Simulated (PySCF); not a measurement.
C2H11NO2Si2, SMILES C[SiH2]N[Si](C)(O)O (GFN2-xTB optimised geometry):

```
18

Si     0.953     0.912     0.000
C      2.848     0.912     0.000
N      0.446     0.143    -1.458
Si    -1.181    -0.123    -1.983
C     -2.205    -1.264    -0.874
O     -0.938    -0.734    -3.482
O     -2.020     1.275    -1.995
H      0.431     2.287     0.000
H      0.450     0.215     1.196
H      3.251     1.410    -0.877
H      3.250    -0.096     0.022
H      3.225     1.432     0.874
H      1.133    -0.403    -1.951
H     -3.251    -1.262    -1.164
H     -2.152    -0.941     0.159
H     -1.847    -2.287    -0.921
H     -1.691    -0.947    -4.025
H     -1.599     2.074    -2.302
```

Method: CAM-B3LYP/def2-SVP (PySCF 2.14.0).

Q: What are the frontier orbital energies and the dipole moment?

A: HOMO-2 -10.17 eV, HOMO-1 -9.90 eV, HOMO -8.48 eV, LUMO 2.11 eV, LUMO+1 2.62 eV; dipole moment 1.05 D.

On the same geometry PBE/def2-SVP in PySCF gives HOMO-2 -6.99 eV, HOMO-1 -6.83 eV, HOMO -5.67 eV, LUMO 0.30 eV, LUMO+1 0.79 eV; dipole moment 1.13 D.

Meta-Löwdin charges at CAM-B3LYP/def2-SVP: Si1 0.78, C2 -0.54, N3 -0.81, Si4 1.32, C5 -0.58, O6 -0.72, O7 -0.72, H8 -0.14, H9 -0.15, H10 0.11, H11 0.11, H12 0.11, H13 0.23, H14 0.11, H15 0.12, H16 0.11, H17 0.33, H18 0.33.
